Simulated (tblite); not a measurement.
Compound: C4H12N2Si2.
Numbering: `[CH3:1][C:2]([CH3:3])([SiH2:4][NH2:5])[SiH2:6][C:7]#[N:8]` (hydrogens: H9, H10, H11 on C1; H12, H13, H14 on C3; H15, H16 on Si4; H17, H18 on N5; H19, H20 on Si6)

Computed geometry: GFN2-xTB, gas phase.

Entries marked ? are missing. Bonds in one row agree within 0.01 Å.

```csv
coordinate,value
"C1–C2, C2–C3",?
C2–Si4,?
Si4–N5,1.717 Å
C2–Si6,?
Si6–C7,?
C7≡N8,1.146 Å
C1–H9 and 5 like bonds,1.090 Å
Si4–H15,1.465 Å
Si4–H16,1.475 Å
"N5–H17, N5–H18",1.007 Å
"Si6–H19, Si6–H20",1.467 Å
C1–C2–C3,108.5°
C1–C2–Si4,?
C1–C2–Si6,?
C3–C2–Si4,?
C3–C2–Si6,?
Si4–C2–Si6,112.5°
C2–Si4–N5,107.3°
C2–Si6–C7,108.2°
Si6–C7–N8,178.7°
```

Problem. Fill in the missing values.

Solution. 
- C1–C2, C2–C3 = 1.532 Å, drawn single (methyl carbon to sp3 carbon bound to silicon); 0.01 Å above the sum of covalent radii, 1.52 Å.
- C2–Si4 = 1.919 Å, drawn single (sp3 carbon bound to silicon to SiH2 silicon); 0.05 Å above the sum of covalent radii, 1.87 Å.
- C2–Si6 = 1.907 Å, drawn single (sp3 carbon bound to silicon to SiH2 silicon); 0.04 Å above the sum of covalent radii, 1.87 Å.
- Si6–C7 = 1.869 Å, drawn single (SiH2 silicon to cyano carbon); 0.07 Å above the sum of covalent radii, 1.80 Å.
- C1–C2–Si4 = 108.4°, at the sp3 carbon bound to silicon; the outer atoms are 2.808 Å apart.
- C1–C2–Si6 = 108.1°, at the sp3 carbon bound to silicon; the outer atoms are 2.792 Å apart.
- C3–C2–Si4 = 109.4°, at the sp3 carbon bound to silicon; the outer atoms are 2.826 Å apart.
- C3–C2–Si6 = 109.8°, at the sp3 carbon bound to silicon; the outer atoms are 2.822 Å apart.

Radii are Cordero's, carbon taken as 0.76, 0.73 or 0.69 Å for four, three, and two or fewer neighbours.

Its GFN2-xTB frequencies are all real (lowest 42 cm⁻¹). One conformer, not necessarily the lowest (C1–C2–Si4–N5 -170°, C2–Si4–N5–H 175° and -46°, C1–C2–Si6–C7 180°). 3 starts were optimised and ended at 0.00, 0.02 and 1.58 kcal/mol (GFN2-xTB); the lowest of these is shown.

Time: 2.5 s. Hardware: one thread, Arm Neoverse N1 (aarch64), shared host with 64 logical CPUs at a one-minute load of 57. That covers the optimisation of the geometry.
